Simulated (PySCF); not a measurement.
SnH3, SMILES [SnH3+], charge +1.

Geometry optimised at PBE0-D3(BJ)/def2-TZVPD. The multiplicity is an assumed one; other spin states were not compared. The isomer is the one that the SMILES or the coordinates give; other isomers of the formula were not compared. The def2 effective core potentials stand for the cores of Sn; spin–orbit coupling is left out.

Two levels are set side by side: PBE/def2-TZVPD (PySCF) and B3LYP/def2-TZVPD (PySCF). Same geometry, gas phase. Differences are taken from unrounded values.

| quantity | B3LYP | PBE | PBE minus B3LYP |
|---|---|---|---|
| orbital gap (eV) | 6.15 | 4.56 | -1.59 |
| highest occupied level (eV) | -15.92 | -14.87 | 1.05 |
| lowest empty level (eV) | -9.76 | -10.31 | -0.55 |
| mean polarisability (bohr³) | 30.0 | 30.4 | 0.4 |

PBE's occupied levels lie high since its potential decays too fast outside the molecule; exact exchange lowers them and widens the gap. Differences between two approximate levels are no errors against the true value.

Rough cost on one machine, each run with all the roots and properties that it gave: B3LYP against PBE within a factor of 2.
